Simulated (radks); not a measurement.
Problem. The mean radii <r> (bohr) of the occupied orbitals of an atom or ion are listed with their occupations. All-electron calculation, scalar-relativistic Kohn-Sham, LDA (Slater exchange, Perdew-Wang correlation), spin-polarised, spherical densities, point nucleus. Program: a radial shooting solver on a logarithmic mesh with Libxc functionals.

| orbital | occ. | <r> |
|---|---|---|
| 1s up | 1 | 0.02845 |
| 1s down | 1 | 0.02845 |
| 2s up | 1 | 0.1227 |
| 2s down | 1 | 0.1227 |
| 2p up | 3 | 0.1072 |
| 2p down | 3 | 0.1072 |
| 3s up | 1 | 0.3310 |
| 3s down | 1 | 0.3310 |
| 3p up | 3 | 0.3291 |
| 3p down | 3 | 0.3290 |
| 3d up | 5 | 0.3055 |
| 3d down | 5 | 0.3054 |
| 4s up | 1 | 0.7866 |
| 4s down | 1 | 0.7864 |
| 4p up | 3 | 0.8448 |
| 4p down | 3 | 0.8448 |
| 4d up | 5 | 0.9968 |
| 4d down | 4 | 0.9976 |
| 5s up | 1 | 1.946 |
| 5s down | 1 | 1.947 |
| 4f up | 1 | 2.860 |

Name the element and its charge. Open shells, if any, are filled with parallel spins first.

Solution. Z = 51, antimony, charge +3: Sb3+ in [Kr] 4d9 5s2 4f1. The 1s radius gives Z: for a bare nucleus <r> = (2 gamma + 1)/(2Z) with gamma = sqrt(1 - (Z/c)^2), 0.028 bohr for Z = 51, and screening makes it slightly larger (0.02845 here). The occupations add up to 48, and the charge is Z minus that.
